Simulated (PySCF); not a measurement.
**Correlation energy of N⁺ (nitrogen, charge +1)**

[He] 2s2 2p2, high-spin 3P determinant. Calculation: PySCF 2.14, in Sapporo-DZP-2012; the spin-free X2C one-electron Hamiltonian (Gaussian nucleus). Frozen: 1s2; 4 electrons correlated.

MP2 pair energies summed by pair of shells (mhartree):

```csv
pair,energy,share (%)
2s-2p,-34.98,59.7
2s-2s,-17.90,30.5
2p-2p,-5.74,9.8
```

Total MP2 correlation energy: -58.62 mhartree.

Same-spin part -9.98 and opposite-spin part -48.64 mhartree; SCS-MP2 scales them by 1/3 and 6/5 to -61.70 mhartree.

| level | correlation energy (mhartree) |
| --- | --- |
| CCSD | -81.76 |
| (T) | -0.87 |
| CCSD(T) | -82.63 |

Diagnostics: T1 = 0.0064, D1 = 0.0122, largest double amplitude 0.123.

Cost of the coupled-cluster step: 0.11 s of wall time on 1 thread of Neoverse-V1 (shared host), for 4 correlated electrons.

Iterations:

```
CC2 = 0
CCSD nocc = (np.int64(3), np.int64(1)), nmo = (17, 17)
frozen orbitals [[0], [0]]
max_cycle = 100
direct = 0
conv_tol = 1e-08
conv_tol_normt = 1e-06
diis_space = 8
diis_start_cycle = 0
Init t2, MP2 energy = -0.0586221118586805
Init E_corr(UCCSD) = -0.058622111862719
cycle = 1  E_corr(UCCSD) = -0.0736957469906087  dE = -0.0150736351  norm(t1,t2) = 0.0430295
cycle = 2  E_corr(UCCSD) = -0.078444145938054  dE = -0.00474839895  norm(t1,t2) = 0.0185155
cycle = 3  E_corr(UCCSD) = -0.0818152618730782  dE = -0.00337111594  norm(t1,t2) = 0.00904912
cycle = 4  E_corr(UCCSD) = -0.0817460208775901  dE = 6.92409955e-05  norm(t1,t2) = 0.0011866
cycle = 5  E_corr(UCCSD) = -0.0817625549817727  dE = -1.65341042e-05  norm(t1,t2) = 0.000169588
cycle = 6  E_corr(UCCSD) = -0.081756560081825  dE = 5.99489995e-06  norm(t1,t2) = 2.22933e-05
cycle = 7  E_corr(UCCSD) = -0.0817590882440664  dE = -2.52816224e-06  norm(t1,t2) = 5.60837e-06
cycle = 8  E_corr(UCCSD) = -0.08175833817189  dE = 7.50072176e-07  norm(t1,t2) = 2.00741e-06
cycle = 9  E_corr(UCCSD) = -0.0817583270449999  dE = 1.11268901e-08  norm(t1,t2) = 1.76633e-07
cycle = 10  E_corr(UCCSD) = -0.0817583353697176  dE = -8.32471776e-09  norm(t1,t2) = 2.75232e-08
UCCSD converged
E(UCCSD) = -53.98724621497586  E_corr = -0.08175833536971765
UCCSD(T) correction = -0.000866057445666307
```
